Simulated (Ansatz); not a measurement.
Reaction (redistribution): `C[CH2][Al]([SiH3])[Cl]` + `F[SiH3]` → `C[CH2][Al]([F])[SiH3]` + `[SiH3]Cl`

Isolated molecules relaxed with PBE0-D4/def2-TZVP in Ansatz; ΔE leaves out vibrations. CCSD(T)/CBS is the MP2 limit (def2-TZVPP, def2-QZVPP) plus CCSD(T) − MP2 in def2-TZVPP, frozen cores. This one scheme is used for every species. DFT in def2-TZVPP. B3LYP here is the variant with VWN-RPA as its local correlation; programs differ in this. Each species was taken in one conformer, which may not be the lowest.

`C[CH2][Al]([SiH3])[Cl]`:

Z-matrix (Å, degrees):
```
C
C 1 1.528
H 1 1.094 2 111.8
H 1 1.094 2 111.9 3 -120.1
H 1 1.093 2 111.8 3 119.6
Al 2 1.952 1 115.4 3 -60.0
H 2 1.098 1 110.7 3 177.8
H 2 1.097 1 110.8 3 62.3
Cl 6 2.112 2 117.5 1 177.4
Si 6 2.452 2 126.3 1 -1.6
H 10 1.491 6 112.0 2 -22.7
H 10 1.489 6 111.7 2 -144.2
H 10 1.492 6 110.0 2 96.4
```

`F[SiH3]`:

Z-matrix (Å, degrees):
```
Si
F 1 1.600
H 1 1.482 2 108.3
H 1 1.482 2 108.3 3 -120.0
H 1 1.482 2 108.3 3 120.0
```

`C[CH2][Al]([F])[SiH3]`:

Cartesian coordinates in Å:
```
C -0.715 1.293 1.121
C -1.175 0.991 -0.305
Al -0.205 -0.454 -1.189
F -0.638 -0.851 -2.738
Si 1.646 -1.732 -0.204
H 0.341 1.578 1.156
H -0.829 0.426 1.777
H -1.283 2.113 1.569
H -1.091 1.885 -0.936
H -2.243 0.740 -0.321
H 1.399 -2.007 1.241
H 1.878 -3.035 -0.887
H 2.913 -0.948 -0.283
```

`[SiH3]Cl`:

Z-matrix (Å, degrees):
```
Si
Cl 1 2.054
H 1 1.481 2 108.5
H 1 1.481 2 108.5 3 -120.0
H 1 1.481 2 108.5 3 120.0
```

(1) Is it downhill or uphill in electronic energy at CCSD(T)/CBS, and by how much? (Best estimate.)

(2) What do these levels give: r2SCAN-D4, B3LYP-D4, ωB97M-V, PBE, r2SCAN, PBE0, HF/def2-TZVPP, MP2/def2-TZVPP, SCS-MP2/def2-TZVPP, HF/def2-QZVPP, SCS-MP2/def2-QZVPP, HF/CBS(def2)? (Best estimate.)

Largest T1 diagnostic among the species: 0.012.

Answers

(1) Computed: Uphill: ΔE = +4.1 kcal/mol.

(2) The calculation gave: r2SCAN-D4 3.9, B3LYP-D4 3.9, ωB97M-V 3.9, PBE 2.5, r2SCAN 3.8, PBE0 3.4, HF/def2-TZVPP 6.2, MP2/def2-TZVPP 4.4, SCS-MP2/def2-TZVPP 4.5, HF/def2-QZVPP 6.1, SCS-MP2/def2-QZVPP 4.4, HF/CBS(def2) 6.1 kcal/mol.

In def2-TZVPP, CCSD(T) changes the Hartree–Fock value by −1.9 kcal/mol (the triples alone add −0.1 kcal/mol) and MP2 by −1.9 kcal/mol. From PBE to PBE0 (25 % exact exchange), in def2-TZVPP and without D4, ΔE moves by +0.9 kcal/mol.
